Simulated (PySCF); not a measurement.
`n1ccncc1Cl` (chloropyrazine). Method used: PBE0-D3(BJ)/def2-SVP geometry optimisation, gas phase in PySCF.

```
atom  x, y, z in Å
Cl1    3.6955   -1.9687   -0.1242
C2     2.2048   -1.0954   -0.1961
C3     2.2364    0.3080   -0.2151
N4     1.1134    1.0053   -0.2680
C5    -0.0301    0.3225   -0.3019
C6    -0.0450   -1.0706   -0.2833
N7     1.0825   -1.7777   -0.2298
H8     3.1888    0.8465   -0.1866
H9    -0.9613    0.8965   -0.3446
H10   -0.9862   -1.6295   -0.3115
```

What are the angles C3–C2–N7, Cl1–C2–C3, N4–C3–H8, C2–C3–H8, C2–C3–N4, C6–C5–H9, N7–C6–H10?

From the scalar product of the two bond vectors; for C3–C2–N7 it is -0.9924 Å² over 1.4039 × 1.3139 Å², cos θ = -0.5380. C3–C2–N7 122.5°; Cl1–C2–C3 119.1°; N4–C3–H8 118.7°; C2–C3–H8 120.7°; C2–C3–N4 120.6°; C6–C5–H9 121.0°; N7–C6–H10 117.2°.

Where is the centre of mass (commonest isotopes), and what is the radius of gyration?

Mass 113.998 u; centre at (1.874, -0.859, -0.212) Å; Rg = √(Σ m r²/M) = 1.841 Å. As Ia + Ib + Ic = 2 Σ m r², the three principal moments sum to 773.1 u·Å².

How far are the heavy atoms from their best plane (unweighted least squares)?

0.001 Å rms; none is more than 0.001 Å off.

How far apart are these pairs, which share no bond: Cl1···N7, Cl1···H8, C2···H9, C3···H10, N4···H8, C6···H8, C6···H9?

Cl1···N7 2.622 Å (2 bonds apart); Cl1···H8 2.861 Å (3 bonds apart); C2···H9 3.744 Å (4 bonds apart); C3···H10 3.761 Å (4 bonds apart); N4···H8 2.083 Å (2 bonds apart); C6···H8 3.761 Å (4 bonds apart); C6···H9 2.171 Å (2 bonds apart).

Write the matrix of distances between heavy atoms (Å, lower triangle).

```
Cl1   0.000
C2    1.729  0.000
C3    2.706  1.404  0.000
N4    3.941  2.368  1.323  0.000
C5    4.377  2.649  2.268  1.332  0.000
C6    3.850  2.252  2.666  2.377  1.393  0.000
N7    2.622  1.314  2.384  2.783  2.378  1.332  0.000
```

No PBE0-D3(BJ)/def2-SVP frequencies stand behind this structure, so it isn't proved a minimum.

Hardware: one thread, Arm Neoverse V1 (aarch64), shared host. Cost: 31 s of wall time, 0.51 GiB resident at most. These figures are those of the optimisation.
